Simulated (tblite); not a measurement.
Species: C5H13ClSi2.
Atom-mapped SMILES: `[CH3:1][C@@H:2]1[SiH2:3][CH2:4][CH2:5][Si@@H:6]1[CH2:7][Cl:8]` (hydrogens: H9, H10, H11 on C1; H12 on C2; H13, H14 on Si3; H15, H16 on C4; H17, H18 on C5; H19 on Si6; H20, H21 on C7)

Computed with GFN2-xTB (tblite), gas phase: L-BFGS steps from a force-field or distance-geometry start until the largest atomic force falls under 0.01 eV/Å.

Step 6: E = -688.8210 eV
```
atom  x, y, z in Å  |  force x, y, z in eV/Å
C1      2.2364   -0.6056   -0.0821    0.045   0.012  -0.073
C2      0.8614   -0.7041    0.5774    0.026   0.048   0.083
Si3    -0.3382   -1.9333   -0.2584   -0.032  -0.023  -0.005
C4     -2.0124   -1.0723    0.0211   -0.060   0.007   0.058
C5     -1.8176    0.4361   -0.1525   -0.037   0.044  -0.047
Si6    -0.1684    0.9053    0.6729   -0.027   0.050   0.004
C7      0.6785    2.3032   -0.3023    0.088   0.176  -0.034
Cl8    -0.3630    3.7494   -0.2517   -0.005  -0.006   0.012
H9      2.8844    0.1067    0.4265   -0.089   0.042   0.062
H10     2.1553   -0.2949   -1.1179   -0.046   0.040  -0.106
H11     2.7460   -1.5669   -0.0698   -0.060  -0.077   0.023
H12     1.0396   -1.0247    1.6043   -0.070  -0.093   0.061
H13    -0.0574   -1.9665   -1.6958    0.025  -0.098  -0.059
H14    -0.2957   -3.2633    0.3484    0.008  -0.071  -0.037
H15    -2.3783   -1.2611    1.0308    0.088  -0.053   0.056
H16    -2.7915   -1.4405   -0.6445   -0.003  -0.011  -0.068
H17    -2.6603    0.9927    0.2587   -0.020  -0.053   0.085
H18    -1.8172    0.6773   -1.2169    0.145  -0.017  -0.034
H19    -0.3780    1.3070    2.0724    0.040   0.102  -0.012
H20     1.6302    2.5939    0.1338   -0.001   0.012  -0.006
H21     0.8372    2.0784   -1.3547   -0.016  -0.030   0.038
```

Step 7: E = -688.8264 eV
```
atom  x, y, z in Å  |  force x, y, z in eV/Å
C1      2.2331   -0.6049   -0.0841    0.006   0.009  -0.037
C2      0.8583   -0.7051    0.5762   -0.009   0.092   0.095
Si3    -0.3386   -1.9378   -0.2615   -0.003  -0.044  -0.011
C4     -2.0103   -1.0730    0.0220   -0.038  -0.006   0.036
C5     -1.8152    0.4346   -0.1516   -0.023   0.061  -0.030
Si6    -0.1680    0.9123    0.6753   -0.023  -0.051   0.098
C7      0.6812    2.3066   -0.3022    0.059   0.159  -0.020
Cl8    -0.3611    3.7495   -0.2520   -0.038   0.042   0.014
H9      2.8773    0.1072    0.4299   -0.072   0.035   0.030
H10     2.1509   -0.2936   -1.1203   -0.023   0.026  -0.075
H11     2.7381   -1.5683   -0.0663   -0.030  -0.062  -0.008
H12     1.0400   -1.0291    1.6024   -0.087  -0.073   0.039
H13    -0.0548   -1.9746   -1.7020    0.008  -0.093   0.008
H14    -0.2956   -3.2718    0.3465    0.006  -0.002  -0.066
H15    -2.3744   -1.2619    1.0321    0.080  -0.058   0.057
H16    -2.7898   -1.4383   -0.6444   -0.014  -0.020  -0.061
H17    -2.6609    0.9868    0.2574   -0.033  -0.024   0.094
H18    -1.8130    0.6759   -1.2155    0.144  -0.015  -0.049
H19    -0.3766    1.3199    2.0805    0.056   0.065  -0.128
H20     1.6318    2.6000    0.1303    0.047   0.014   0.027
H21     0.8386    2.0826   -1.3533   -0.011  -0.055  -0.013
```

Step 8: E = -688.8312 eV
```
atom  x, y, z in Å  |  force x, y, z in eV/Å
C1      2.2303   -0.6042   -0.0867   -0.044   0.002   0.011
C2      0.8555   -0.7046    0.5767   -0.043   0.078   0.067
Si3    -0.3392   -1.9422   -0.2644    0.024  -0.030  -0.009
C4     -2.0092   -1.0738    0.0232   -0.003  -0.017  -0.001
C5     -1.8135    0.4342   -0.1511   -0.004   0.045   0.002
Si6    -0.1678    0.9183    0.6785   -0.002  -0.097   0.120
C7      0.6843    2.3121   -0.3022    0.014   0.079   0.007
Cl8    -0.3602    3.7505   -0.2520   -0.060   0.084   0.013
H9      2.8695    0.1083    0.4336   -0.048   0.019  -0.012
H10     2.1464   -0.2919   -1.1239   -0.002   0.003  -0.014
H11     2.7303   -1.5708   -0.0634   -0.012  -0.018  -0.039
H12     1.0385   -1.0347    1.6018   -0.090  -0.044   0.011
H13    -0.0524   -1.9838   -1.7075   -0.007  -0.084   0.066
H14    -0.2952   -3.2797    0.3436    0.004   0.052  -0.085
H15    -2.3693   -1.2639    1.0346    0.064  -0.053   0.039
H16    -2.7885   -1.4368   -0.6454   -0.016  -0.020  -0.030
H17    -2.6620    0.9811    0.2581   -0.032   0.004   0.075
H18    -1.8062    0.6744   -1.2153    0.122  -0.011  -0.038
H19    -0.3743    1.3330    2.0856    0.062   0.042  -0.187
H20     1.6345    2.6059    0.1278    0.078   0.023   0.046
H21     0.8396    2.0852   -1.3522   -0.006  -0.059  -0.039
```

Task: Estimate the geometry and energy of step 9. (The exact step hangs on the optimiser's Hessian estimate; all steps are aligned on step 8, rigid shifts and turns removed.)

Result: E = -688.8354 eV, largest force 0.189 eV/Å
```
atom  x, y, z in Å  |  force x, y, z in eV/Å
C1      2.2270   -0.6035   -0.0887   -0.079  -0.005   0.049
C2      0.8525   -0.7031    0.5783   -0.060   0.021   0.021
Si3    -0.3392   -1.9460   -0.2669    0.035   0.007  -0.001
C4     -2.0085   -1.0746    0.0241    0.029  -0.018  -0.032
C5     -1.8122    0.4345   -0.1505    0.011   0.010   0.031
Si6    -0.1675    0.9223    0.6825    0.020  -0.083   0.066
C7      0.6871    2.3181   -0.3020   -0.018  -0.012   0.031
Cl8    -0.3605    3.7530   -0.2518   -0.057   0.096   0.009
H9      2.8618    0.1097    0.4366   -0.022   0.001  -0.048
H10     2.1425   -0.2903   -1.1273    0.010  -0.018   0.049
H11     2.7231   -1.5732   -0.0616   -0.004   0.032  -0.059
H12     1.0354   -1.0405    1.6018   -0.083  -0.015  -0.010
H13    -0.0504   -1.9934   -1.7111   -0.014  -0.073   0.096
H14    -0.2949   -3.2857    0.3394    0.004   0.076  -0.088
H15    -2.3636   -1.2667    1.0375    0.047  -0.042   0.004
H16    -2.7876   -1.4358   -0.6469   -0.009  -0.015   0.010
H17    -2.6636    0.9763    0.2603   -0.015   0.022   0.035
H18    -1.7977    0.6729   -1.2158    0.088  -0.004  -0.003
H19    -0.3711    1.3453    2.0868    0.057   0.033  -0.177
H20     1.6383    2.6114    0.1265    0.068   0.028   0.042
H21     0.8403    2.0863   -1.3518   -0.005  -0.042  -0.025
```

The energy changes by -0.0041 eV. The first-order estimate −F·Δx gives -0.0058 eV and the mean of the old and new forces, exact on a quadratic surface, -0.0041 eV. The step makes an angle of 63° with the force vector and moves no atom by more than 0.013 Å.

What follows is the cost of the whole relaxation. The run took 0.42 s of wall time on one thread, Intel Xeon at 2.70 GHz (x86_64), no GPU, shared host with 64 logical CPUs at a one-minute load of 61.
